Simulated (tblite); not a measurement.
Species: C5H7BO2.
Geometry (GFN2-xTB, Å), atoms numbered from 1 in this order:
```
atom  x, y, z in Å
C1    -1.2749   -1.7344   -0.2850
C2    -0.8015   -0.4828   -0.2512
C3     0.5975   -0.2626   -0.2797
C4     1.7821   -0.0529   -0.2913
C5     3.2060    0.1956   -0.3154
B6    -1.7470    0.7934   -0.1911
O7    -1.2780    1.9783   -0.6263
O8    -3.0245    0.7381    0.2801
H9    -0.6214   -2.5903   -0.3429
H10   -2.3334   -1.9442   -0.2806
H11    3.4997    0.5560   -1.3014
H12    3.4653    0.9530    0.4244
H13    3.7560   -0.7196   -0.0949
H14   -1.9085    2.6968   -0.5597
H15   -3.3218   -0.1165    0.5875
```

Level: GFN2-xTB in tblite, geometry and Hessian alike; calculated harmonic values, unscaled, isolated species. This tight-binding method is rough: wavenumbers can miss measured ones by several per cent, in bad cases by 10 to 20. One conformer, not necessarily the lowest. The optimisation stopped once no atom felt more than 0.01 eV/Å.

Lowest wavenumbers of the output (negative numbers stand for imaginary wavenumbers):
```
mode    cm-1
  1     -24.8
  2      29.0
  3      75.9
  4     143.6
  5     204.0
  6     258.2
  7     270.9
  8     319.2
```

**Question.** Is this structure a minimum?

**Answer.** Not by this Hessian. 1 mode is imaginary beyond 20i (25i cm⁻¹), so at this level the point lies at or near a first-order saddle. The curvature is small, so loose convergence or finite differences may be the whole cause.

**Question.** Which atoms move in the imaginary mode?

**Answer.** 25i: H11 (methyl hydrogen) 34 %, H12 (methyl hydrogen) 32 %, H13 (methyl hydrogen) 32 %. These are shares of the mass-weighted motion.

**Question.** What is the remedy?

**Answer.** Step along that mode in both directions, optimise again with tighter thresholds and repeat the frequencies. The zero-point energy of this point (69.1 kcal/mol) counts the 38 real modes alone, and thermal corrections from it aren't those of a minimum.

Hardware: Arm Neoverse N1, one thread, on a shared host. Cost: 0.66 s. This covers the Hessian and the dipole derivatives.
